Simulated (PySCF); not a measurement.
**Excitation energy of Ta by level of theory**

Ta [Xe] 4f14 5d3 6s2 (4F) → Ta [Xe] 4f14 5d3 6s1 6p1 (high-spin determinant), as a difference of total energies. Computed with PySCF 2.14 in def2-TZVPPD with the def2 core potential (60 electrons) (6s5p3d2f1g, 59 functions), with scalar relativity through the core potential. Correlated levels: valence and next inner shell: nothing frozen outside the core potential. The calculations carry no spin-orbit coupling.

```csv
method,excitation energy (eV)
UHF,1.196
MP2 (valence and next inner shell),2.474
SCS-MP2 (valence and next inner shell),2.699
CCSD (valence and next inner shell),2.429
CCSD(T) (valence and next inner shell),2.567
```

**Question.** How much does correlation contribute at CCSD(T) (valence and next inner shell)?

**Answer.** 2.567 − (1.196) = 1.371 eV, measured against UHF.

The determinant of the upper state mixes LS terms, which raises its energy above the lowest term, most at the Hartree-Fock and MP2 levels.
